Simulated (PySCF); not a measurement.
**Electronic structure of Cl- (chlorine, charge -1) at the UHF level**

Configuration: [Ar], closed-shell 1S. Calculation: PySCF 2.14, in def2-TZVPPD (6s6p4d1f, 51 functions); the non-relativistic Hamiltonian (point nucleus).

| Quantity | Value |
| --- | --- |
| Total energy | -459.564711 hartree |
| One-electron energy | -641.1086 hartree |
| Hartree (Coulomb) energy | 209.2925 hartree |
| Exchange energy | -27.7487 hartree |
| Kinetic energy | 459.55492 hartree |
| ⟨S²⟩ | 0.0000 |
| ⟨L²⟩ | 0.000 |
| Sum of ⟨r⟩ | 18.89 bohr |
| Sum of ⟨r²⟩ | 38.57 bohr² |
| Density at the nucleus (Gaussians lack the cusp) | 3100 bohr⁻³ |
| Langevin diamagnetic susceptibility | -30.5 ×10⁻⁶ cm³/mol |

| shell | electrons | mean orbital energy (hartree) | rms radius, mean of both spins (bohr) |
| --- | --- | --- | --- |
| 1s | 2 | -104.50438 | 0.106 |
| 2s | 2 | -10.23062 | 0.481 |
| 2p | 6 | -7.69698 | 0.452 |
| 3s | 2 | -0.73363 | 1.74 |
| 3p | 6 | -0.15029 | 2.27 |
